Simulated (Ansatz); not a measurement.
`[SiH3][CH2][GaH2]` + `C[SeH]` → `C[Se][GaH2]` + `C[SiH3]` at 500 K and 1 bar (ligand exchange at a Ga–C bond).

Program: Ansatz. Geometries: PBE0-D4/def2-TZVP. ΔE: electronic, gas phase. CBS: MP2 limit from def2 TZ/QZ plus the TZ coupled-cluster correction, frozen cores. This one scheme is used for every species. For Ga, Se outer-core shells are correlated without core-valence functions, which leaves a few kJ/mol of doubt a bond. Scalar relativity is left out up to krypton.

```tsv
species	CCSD(T)/CBS energy (Eh)	H − E (kJ/mol)	S (J/(mol·K))
`[SiH3][CH2][GaH2]`	-2255.26496	212.8	399.6
`C[SeH]`	-2441.15625	142.1	299.3
`C[Se][GaH2]`	-4365.72567	173.7	387.2
`C[SiH3]`	-330.73916	189.7	296.8
```

H − E and S are ideal-gas, rigid-rotor, harmonic terms from PBE0-D4/def2-TZVP. 1 Eh = 2625.50 kJ/mol, R = 8.31446 J/(mol·K).

Task: By hand: ΔE, ΔH, ΔS and ΔG.

Result: ΔE = (-4365.72567) + (-330.73916) − (-2255.26496) − (-2441.15625) = -0.04362 Eh = -114.5 kJ/mol. Δ(H − E) = 173.7 + 189.7 − 212.8 − 142.1 = 8.5, so ΔH = -106.0 kJ/mol. ΔS = 387.2 + 296.8 − 399.6 − 299.3 = -14.9 J/(mol·K). ΔG = -106.0 − 500 × (-14.9)/1000 = -98.5 kJ/mol.

Task: By hand: the equilibrium constant, and the temperature at which ΔG would vanish if ΔH and ΔS stayed fixed.

Result: log₁₀ K = −ΔG/(RT ln 10) = 10.3. ΔG = 0 at ΔH/ΔS = 7114 K, far beyond where these terms or the molecules hold.

The number of gas molecules stays the same, so ΔS is small and ΔH decides. A doubt of 5 kJ/mol in ΔE shifts log₁₀ K by 0.5 here. These are equilibria of isolated gas molecules and say nothing of rates. Largest T1 diagnostic: 0.012 (customary marks: 0.02 for closed shells, 0.045 for open ones).
